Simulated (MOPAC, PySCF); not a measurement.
[Cu(NH3)(Cl)], neutral singlet in the gas phase. 

Cartesian coordinates (Å):
```xyz
6

Cu    -0.0836     0.0350     0.0118
N     -1.7569     0.9849     0.2137
H     -2.3873     0.5310     0.8892
H     -2.2801     1.0521    -0.6702
H     -1.6242     1.9503     0.5455
Cl     1.7263    -0.9940    -0.2066
```
Charge 0, spin multiplicity 1.

All levels are single points at this geometry (TPSS-D3(BJ)/def2-SVP); Pople sets use spherical d functions. Orbital energies aren't observables, and empty levels follow the basis.

```csv
level,HOMO (eV),LUMO (eV),gap (eV),dipole (D),"vertical IE, Delta-SCF (eV)"
TPSSh-D3(BJ)/def2-TZVP in PySCF,-5.68,-1.17,4.51,8.98,–
B3LYP/3-21G in PySCF,-2.65,-0.11,2.53,9.56,–
B3LYP/LANL2DZ in PySCF,-6.24,-1.15,5.09,9.61,–
M06-2X/6-31G* (LANL2DZ on Cu) in PySCF,-7.87,-0.41,7.46,9.83,–
PM6 in MOPAC,-9.08,1.17,10.25,9.61,–
PM7 in MOPAC,-8.45,1.66,10.11,11.18,–
```
